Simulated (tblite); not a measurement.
Parent: `[F:1][CH:2]([F:3])[C:4]1=[CH:5][CH:6]=[CH:7][CH2:8][SiH+:9]1` (charge +1) with F1–C2–C4–C5 -161°, [C6H7F2Si]+.

The geometries are computed with GFN2-xTB (gas phase). One conformer each, not checked by frequencies here.

```
coordinate of the parent    value
                   F1–C2  1.361 Å
                   C2–F3  1.349 Å
                   C2–C4  1.509 Å
                   C4=C5  1.359 Å
                   C5–C6  1.434 Å
                   C6=C7  1.344 Å
                   C7–C8  1.498 Å
                  C8–Si9  1.891 Å
                  C4–Si9  1.850 Å
                F1–C2–F3   106.2°
                F1–C2–C4   107.3°
                F3–C2–C4   109.9°
                C2–C4–C5   122.4°
               C2–C4–Si9   116.4°
               C5–C4–Si9   121.0°
                C4–C5–C6   125.6°
                C5–C6–C7   126.4°
                C6–C7–C8   127.4°
               C7–C8–Si9   114.7°
               C4–Si9–C8   104.8°
```

How does the shared frame change in `[F:1][CH2:2][C:3]1=[CH:4][CH:5]=[CH:6][CH2:7][SiH+:8]1` (charge +1) with F1–C2–C3–C4 -179°, [C6H8FSi]+? Atoms pair as F1 = F1, C2 = C2, C4 = C3, C5 = C4, C6 = C5, C7 = C6, C8 = C7, Si9 = Si8 (parent first).

```tsv
parent	relative	value in the relative	change
F1–C2	F1–C2	1.377 Å	+0.016
C2–C4	C2–C3	1.502 Å	-0.007
C4=C5	C3=C4	1.359 Å	0.000
C5–C6	C4–C5	1.435 Å	+0.001
C6=C7	C5=C6	1.343 Å	-0.001
C7–C8	C6–C7	1.498 Å	0.000
C8–Si9	C7–Si8	1.890 Å	-0.001
C4–Si9	C3–Si8	1.851 Å	+0.001
F1–C2–C4	F1–C2–C3	106.6°	-0.7
C2–C4–C5	C2–C3–C4	123.6°	+1.2
C2–C4–Si9	C2–C3–Si8	116.3°	-0.1
C5–C4–Si9	C4–C3–Si8	120.1°	-0.9
C4–C5–C6	C3–C4–C5	126.0°	+0.4
C5–C6–C7	C4–C5–C6	126.7°	+0.3
C6–C7–C8	C5–C6–C7	127.1°	-0.3
C7–C8–Si9	C6–C7–Si8	114.6°	-0.1
C4–Si9–C8	C3–Si8–C7	105.5°	+0.7
```

Of the parent's bonds, F1–C2 changes most (+0.016 Å).

How does the shared frame change in `[F:1][CH2:2][C@@H:3]([F:4])[C:5]1=[CH:6][CH:7]=[CH:8][CH2:9][SiH+:10]1` (charge +1) with F1–C2–C3–F4 -75°, C2–C3–C5–C6 110°, [C7H9F2Si]+? Atoms pair as F1 = F4, C2 = C3, C4 = C5, C5 = C6, C6 = C7, C7 = C8, C8 = C9, Si9 = Si10 (parent first).

```tsv
parent	relative	value in the relative	change
F1–C2	F4–C3	1.383 Å	+0.022
C2–C4	C3–C5	1.505 Å	-0.004
C4=C5	C5=C6	1.355 Å	-0.004
C5–C6	C6–C7	1.437 Å	+0.003
C6=C7	C7=C8	1.342 Å	-0.002
C7–C8	C8–C9	1.498 Å	0.000
C8–Si9	C9–Si10	1.892 Å	+0.001
C4–Si9	C5–Si10	1.854 Å	+0.004
F1–C2–C4	F4–C3–C5	107.0°	-0.3
C2–C4–C5	C3–C5–C6	123.7°	+1.3
C2–C4–Si9	C3–C5–Si10	115.3°	-1.1
C5–C4–Si9	C6–C5–Si10	120.9°	-0.1
C4–C5–C6	C5–C6–C7	125.6°	0.0
C5–C6–C7	C6–C7–C8	126.5°	+0.1
C6–C7–C8	C7–C8–C9	127.4°	0.0
C7–C8–Si9	C8–C9–Si10	114.7°	0.0
C4–Si9–C8	C5–Si10–C9	104.8°	0.0
```

Of the parent's bonds, F1–C2 changes most (+0.022 Å). Bonds of the relative outside the shared frame: F1–C2 1.385, C2–C3 1.531 Å. Point group C1 → C1.
